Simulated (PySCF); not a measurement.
Job file and geometry (Å, from GFN2-xTB) of an NMR shielding run on `CN(C)/C(F)=C/C[CH2][AlH2]`, C6H13AlFN, GIAO PBE0/pcSseg-1 NMR shielding, non-relativistic, gas phase in PySCF 2.14.0, density-fitted response routines; density fitting, a coarse starting grid and PySCF grid level 2 are the driver's defaults:

```
$ OMP_NUM_THREADS=1 python probes_run.py task.json out

{"job": {"kind": "nmr", "xc": "PBE0", "basis": "pcSseg-1"}, "charge": 0, "multiplicity": 1}
C     -2.284674     1.250384     0.781458
N     -2.083510     0.333411    -0.312454
C     -3.248045    -0.456491    -0.655061
C     -0.840457    -0.252380    -0.431286
F     -0.755697    -1.015800    -1.554500
C      0.238070    -0.109054     0.337036
C      1.592544    -0.636702    -0.016554
C      2.585659     0.508885    -0.340142
Al     4.220082    -0.477848    -0.925820
H     -1.483742     1.987595     0.788993
H     -2.315937     0.747701     1.757190
H     -3.231370     1.766533     0.626406
H     -3.590240    -1.066442     0.191020
H     -3.017319    -1.112627    -1.490222
H     -4.054258     0.214290    -0.953475
H      0.171437     0.474331     1.239854
H      1.992666    -1.227049     0.817634
H      1.517905    -1.309010    -0.878712
H      2.690342     1.154995     0.542579
H      2.139414     1.152623    -1.112417
H      5.583007     0.121221    -1.358180
H      4.163712    -2.029183    -0.967238
```

**Question.** What does the program print?

**Answer.** 
```
coarse grid: 18352 points
cycle   1  E = -632.6666930513  dE =  8.981e-01  |g| = 6.308e-01  |ddm| = 4.093e+00
cycle   2  E = -632.5877147278  dE =  7.898e-02  |g| = 8.803e-01  |ddm| = 1.155e+00
cycle   3  E = -632.7532531775  dE = -1.655e-01  |g| = 1.270e-01  |ddm| = 7.510e-01
cycle   4  E = -632.7567669538  dE = -3.514e-03  |g| = 5.414e-02  |ddm| = 1.738e-01
cycle   5  E = -632.7573870638  dE = -6.201e-04  |g| = 1.306e-02  |ddm| = 5.084e-02
cycle   6  E = -632.7574205277  dE = -3.346e-05  |g| = 3.835e-03  |ddm| = 1.390e-02
cycle   7  E = -632.7574238889  dE = -3.361e-06  |g| = 6.427e-04  |ddm| = 4.166e-03
final grid: 171576 points
cycle   8  E = -632.8164718082  dE = -6.429e-05  |g| = 9.397e-03  |ddm| = 4.276e-02
cycle   9  E = -632.8164618810  dE =  9.927e-06  |g| = 1.168e-02  |ddm| = 1.926e-02
cycle  10  E = -632.8164940956  dE = -3.221e-05  |g| = 1.472e-03  |ddm| = 1.050e-02
cycle  11  E = -632.8164944612  dE = -3.657e-07  |g| = 2.686e-04  |ddm| = 1.342e-03
cycle  12  E = -632.8164944721  dE = -1.084e-08  |g| = 1.210e-04  |ddm| = 3.091e-04
cycle  13  E = -632.8164944752  dE = -3.075e-09  |g| = 4.058e-05  |ddm| = 1.274e-04
cycle  14  E = -632.8164944755  dE = -3.590e-10  |g| = 1.043e-05  |ddm| = 4.179e-05
converged SCF energy = -632.8164944755

GIAO shielding tensors (ppm)
atom      isotropic    diamagn.    paramagn.     s11        s22        s33       span
  0 C      147.773     247.625     -99.852    128.444    130.713    184.163     55.719
  1 N      198.413     331.189    -132.776    155.846    183.712    255.680     99.834
  2 C      148.451     243.434     -94.983    124.721    134.044    186.589     61.868
  3 C       21.054     251.781    -230.727    -62.716     61.427     64.452    127.168
  4 F      290.456     478.631    -188.175    210.697    304.751    355.919    145.222
  5 C       96.631     259.717    -163.085     24.784    109.729    155.381    130.597
  6 C      157.056     250.083     -93.027    139.919    162.196    169.053     29.134
  7 C      166.276     247.409     -81.133    147.133    168.006    183.688     36.554
  8 Al     255.266     792.647    -537.381    168.659    233.036    364.104    195.444
  9 H       28.958      31.806      -2.848     24.667     27.549     34.659      9.992
 10 H       29.342      30.931      -1.589     25.844     26.959     35.224      9.381
 11 H       29.193      29.611      -0.419     24.620     27.288     35.670     11.050
 12 H       29.497      28.437       1.060     25.520     26.604     36.367     10.847
 13 H       28.088      29.643      -1.555     22.505     28.415     33.344     10.839
 14 H       29.272      27.930       1.342     24.899     26.841     36.077     11.178
 15 H       28.061      36.739      -8.678     24.080     27.057     33.047      8.968
 16 H       29.528      32.728      -3.200     24.146     28.983     35.454     11.308
 17 H       28.776      33.906      -5.130     23.266     30.430     32.632      9.366
 18 H       30.904      29.840       1.065     26.966     29.815     35.932      8.966
 19 H       31.187      30.287       0.900     26.892     31.088     35.583      8.691
 20 H       25.946      27.399      -1.453     23.469     24.066     30.304      6.835
 21 H       26.143      27.977      -1.834     24.230     25.147     29.051      4.821
```

Size and cost of the density-fitted run: 225 basis functions, 2.1 min wall time on 1 thread of an Arm Neoverse N1, shared host; peak memory 1.1 GiB.
